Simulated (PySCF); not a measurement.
Ta(NH)(F)2(OH) (F2H2NOTa), SMILES [NH]=[Ta]([OH])([F])[F], multiplicity 1.

Geometry optimised at PBE-D3(BJ)/def2-SVP. The spin state was assumed, not searched. The structure was generated by enumeration; whether it is a known compound was not checked. The def2 effective core potentials stand for the cores of Ta; spin–orbit coupling is left out. The values are those of a single conformer.

Computed with PySCF with PBE-D3(BJ)/def2-SVP.

Frequencies are harmonic and unscaled.

Computed normal modes with their intensities:
| mode | ν (cm⁻¹) | IR (km/mol) | moving atoms (share of kinetic energy) |
|---|---|---|---|
| 1 | 157 | 5.7 | F 87 %, Ta 9 % |
| 2 | 167 | 0.0 | O 46 %, F 32 %, H 11 %, Ta 9 % |
| 3 | 190 | 2.4 | F 55 %, O 21 %, Ta 17 % |
| 4 | 231 | 1.7 | N 48 %, F 35 %, H 12 % |
| 5 | 233 | 13.2 | N 49 %, H 21 %, O 18 %, F 8 % |
| 6 | 413 | 91.0 | H 85 %, O 13 % |
| 7 | 503 | 267.0 | H 83 %, O 14 % |
| 8 | 511 | 178.0 | H 83 %, N 17 % |
| 9 | 612 | 32.4 | H 68 %, O 16 %, N 13 % |
| 10 | 663 | 83.0 | F 90 % |
| 11 | 665 | 108.8 | F 85 %, Ta 15 % |
| 12 | 714 | 71.1 | O 71 %, H 17 %, Ta 10 % |
| 13 | 981 | 97.4 | N 84 %, Ta 8 % |
| 14 | 3590 | 139.4 | H 92 % |
| 15 | 3781 | 192.4 | H 94 % |
